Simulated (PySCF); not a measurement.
H4BFO2Si (SMILES OB(O)[SiH2]F), singlet, geometry from GFN2-xTB. Base run: DF-PBE/cc-pVDZ (PySCF).

The PySCF input:
```python
from pyscf import gto, scf, dft

mol = gto.M(
    atom='''
Si   -1.12296787   -0.11751504   -0.11884325
F    -1.34641195    1.47958749    0.11874252
B     0.83566603   -0.39874629    0.01039385
O     1.46206360   -1.59760026   -0.10850121
O     1.68679180    0.63026003    0.23238238
H    -1.77740660   -0.34567376   -1.40957470
H    -1.98429809   -0.72044528    0.90139904
H     0.92900269   -2.37338390   -0.26562292
H     1.30278637    1.50087924    0.32590257
''',
    basis='cc-pvdz',
    verbose=4,
    max_memory=1800,
)

mf = dft.RKS(mol)
mf.xc = 'pbe'
mf = mf.density_fit(auxbasis='def2-universal-jkfit')
mf.kernel()
```

The job was repeated with other settings on one machine. Differences are taken from the largest basis of the cc-pVXZ family in the series, which isn't the basis-set limit (cc-pVQZ: -566.895774 Eh). The cheapest run took roughly 15 core-seconds.

```csv
setting,basis functions,"cost, times the cheapest (rough)",difference in total energy (mEh)
cc-pVDZ,94,1,159.49
cc-pVTZ,210,2,33.97
cc-pVQZ,399,4,reference
```

Times come from a shared machine, hold the start-up and are rough. Total energies converge more slowly with the basis than energy differences do.
